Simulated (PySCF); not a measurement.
How methods differ on the excitation energy of F

F [He] 2s2 2p5 (2P) → F [He] 2s1 2p6 (2S), as a difference of total energies. Calculation: PySCF 2.14, in aug-cc-pwCVTZ (7s6p4d2f, 59 functions); the non-relativistic Hamiltonian (point nucleus). Correlated levels: valence: 1s2 frozen. The calculations carry no spin-orbit coupling.

```
           method  excitation energy (cm⁻¹)
              UHF                    192730
    MP2 (valence)                    176710
SCS-MP2 (valence)                    175800
   CCSD (valence)                    169570
CCSD(T) (valence)                    157840
```

A first-order spin-orbit estimate (lowest level to lowest level, LS coupling) adds 0.017 eV.

The upper state lies above the first ionisation limit, where it may autoionise and the basis confines it.

The coupled-cluster amplitudes are large for the upper state (T1 above 0.03 or a double amplitude above 0.15), so a single reference is strained.
